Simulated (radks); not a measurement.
The numbers below are computed, except where a source is named.
Ir0.8+, 76.2 electrons, occupied as [Ar] 3d10 4s1.2 4p6 4d10 4f14 5s2 5p6 5d7 6s2 (fractional occupations, a model configuration). Code: a radial shooting solver on a logarithmic mesh with Libxc functionals. Model: Dirac Kohn-Sham, PBE, spin-unpolarised, spherical densities, finite nucleus; open shells fill j = l - 1/2 first; Fermi nuclear charge, rms radius 5.4032 fm.

Unscreened Slater integrals over Kohn-Sham orbitals (cm^-1). Large and small components are both included.

integral,value
"F0(6s1/2,6s1/2)",74706
"F0(6s1/2,5d5/2)",87897
"G2(6s1/2,5d5/2)",22179
"F0(6s1/2,5d3/2)",88564
"G2(6s1/2,5d3/2)",20494
"F0(6s1/2,5p3/2)",92830
"G1(6s1/2,5p3/2)",7348.9
"F0(5d5/2,5d5/2)",123370
"F2(5d5/2,5d5/2)",63290
"F4(5d5/2,5d5/2)",41657
"F0(5d5/2,5d3/2)",125600
"F2(5d5/2,5d3/2)",64455
"G2(5d5/2,5d3/2)",64373
"G4(5d5/2,5d3/2)",42413
"F0(5d5/2,5p3/2)",141930
"F2(5d5/2,5p3/2)",69551
"G1(5d5/2,5p3/2)",83716
"G3(5d5/2,5p3/2)",51654
"F0(5d3/2,5d3/2)",127960
"F2(5d3/2,5d3/2)",65802
"F0(5d3/2,5p3/2)",145410
"F2(5d3/2,5p3/2)",72424
"G1(5d3/2,5p3/2)",88670
"G3(5d3/2,5p3/2)",54731
"F0(5p3/2,5p3/2)",172920
"F2(5p3/2,5p3/2)",93129
